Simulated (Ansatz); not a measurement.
Born–Oppenheimer molecular dynamics of CH5Ga (7 atoms, charge 0, multiplicity 1). It starts at the highest image of a converged band. Of that band: Neighbouring images differ by up to 1.3 eV, so the band resolves the path poorly. A vibrational analysis at the climbing image gives one clearly imaginary mode, 1279i cm⁻¹: a first-order saddle point.

Computed with RKS PBE0/def2-SVP (Ansatz 0.2.0).

```json
{
  "ensemble": "NVE (velocity Verlet)",
  "time step": "0.5 fs",
  "steps asked": "200",
  "starting velocities drawn for": "100 K",
  "seed": "9339"
}
```

First frame:

```xyz
7
Properties=species:S:1:pos:R:3
Ga 0.442 0.023 -0.671
H 0.323 -0.034 1.170
H 1.507 0.009 0.474
C -1.512 0.004 -0.922
H -1.930 -0.905 -0.466
H -1.956 0.873 -0.414
H -1.756 0.031 -1.991
```

Task: How far do the bonds stretch over the last three quarters of this one trajectory? (Pairs bonded in most of those frames.)

Result: 
```
  bond  mean (Å)  spread (Å)  shortest  longest
Ga1–C4     2.039       0.052      1.96     2.11
 H2–H3     0.786       0.092      0.65     0.91
 C4–H5     1.108       0.006      1.10     1.12
 C4–H6     1.107       0.012      1.09     1.13
 C4–H7     1.109       0.013      1.08     1.13
```

Mean temperature of the second half: 2274 K. The conserved energy stayed within 1.3 meV per atom of its start (net change -1 meV per atom), so the integration is sound. The kinetic energy rose, since the run started high on the potential surface and went downhill. It ends in pieces (CH3Ga + H2), so much of that is their flight and rotation, not heat. A run of 0.1 ps of so small a system gives no equilibrium averages. The orbitals stay closed-shell, which can raise the energy where a bond breaks towards radicals; this wasn't checked here.

Run time: 3.7 min on 1 thread of Intel(R) Xeon(R) 6975P-C (Granite Rapids), on a shared host, peak memory 0.15 GiB.
